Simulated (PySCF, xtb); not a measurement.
GeH2F2, SMILES [GeH2]([F])[F].

Harmonic wavenumbers (cm⁻¹) from GFN2-xTB (xtb 6.7.1) at its own minimum, in rising order: 184, 489, 501, 510, 520, 636, 698, 2004, 2048.

**Question.** What does ωB97X-D3(BJ)/def2-TZVP in PySCF 2.14.0 give at its own minimum? (An estimate is asked for; the answer gives what the named calculation found.)

**Answer.** 240, 598, 647, 724, 728, 824, 871, 2248, 2256. Paired by order, the mean absolute difference is 172 cm⁻¹ and the zero-point energies are 10.8 and 13.1 kcal/mol.
